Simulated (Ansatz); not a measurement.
Frontier orbitals of `[CH3][In-]([CH3])([CH3])[OH2+]`.

The species carries charge 0 and has multiplicity 1. Correlated methods include outer-core shells of In, which these sets cover unevenly. In: def2 effective core potential. All single points use the PBE0-D4/def2-TZVP geometry. It is one conformer, not always the lowest. Basis def2-TZVPP, the Gaussian-basis code of Ansatz.

```json
{"functional": "PBE", "HOMO (eV)": "-5.46", "LUMO (eV)": "-1.16", "gap (eV)": "4.30"}
{"functional": "BLYP", "HOMO (eV)": "-5.31", "LUMO (eV)": "-1.20", "gap (eV)": "4.11"}
{"functional": "B97M-V", "HOMO (eV)": "-5.72", "LUMO (eV)": "-0.98", "gap (eV)": "4.74"}
{"functional": "PBE0", "HOMO (eV)": "-6.61", "LUMO (eV)": "-0.33", "gap (eV)": "6.28"}
{"functional": "B3LYP", "HOMO (eV)": "-6.39", "LUMO (eV)": "-0.69", "gap (eV)": "5.70"}
{"functional": "r2SCANh", "HOMO (eV)": "-6.11", "LUMO (eV)": "-0.29", "gap (eV)": "5.82"}
{"functional": "ωB97M-V", "HOMO (eV)": "-8.81", "LUMO (eV)": "0.96", "gap (eV)": "9.77"}
```

Against PBE, PBE0 changes HOMO and LUMO by −1.15 and +0.83 eV, ωB97M-V by −3.34 and +2.12 eV. A gap of 4.30 eV thus becomes 9.77 eV for the same molecule, so an orbital gap means little without its functional. A positive LUMO is unbound and depends on the basis.

B3LYP here is the variant with VWN-RPA as its local correlation; programs differ in this.
